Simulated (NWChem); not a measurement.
# C3H9B; SMILES CB(C)C

```xyz
13

B      0.0069     0.0029    -0.0303
C      1.1627     1.0694     0.0472
H      2.0704     0.7918    -0.5108
H      1.4632     1.1095     1.1136
H      0.8595     2.0923    -0.2241
C      0.3393    -1.5348    -0.1106
H     -0.4102    -2.1106    -0.6773
H      0.2767    -1.9172     0.9276
H      1.3463    -1.7787    -0.4806
C     -1.4953     0.4705     0.0250
H     -2.2062    -0.2953     0.3713
H     -1.7691     0.6974    -1.0253
H     -1.6550     1.4060     0.5838
```
Atoms are numbered in this order, from 1.

Results from NWChem. Pople sets run with spherical d functions. Coordinates come from a PBE0/def2-SVP optimisation. GIAO values for the isolated, static molecule; σ is the absolute isotropic shielding.

```tsv
level	basis functions	σ B1 (ppm)	σ C2 (ppm)	σ H3 (rotor mean) (ppm)	σ C6 (ppm)	σ H7 (rotor mean) (ppm)	σ C10 (ppm)	σ H11 (rotor mean) (ppm)
PBE0/6-31G*	74	34.5	178.4	31.04	178.7	31.06	178.1	31.07
PBE0/6-311G**	126	18.2	171.6	30.70	171.9	30.72	171.2	30.74
PBE0/def2-SVP	101	28.5	178.5	30.48	178.9	30.50	178.2	30.53
PBE0/def2-TZVP	178	___	171.1	30.64	171.4	30.65	170.7	30.68
PBE0/IGLO-II	142	16.2	170.8	30.79	171.1	30.81	170.4	30.84
```

### Question
Some entries are withheld; supply them.

### Answer

- PBE0/def2-TZVP, σ B1 (ppm): 16.7
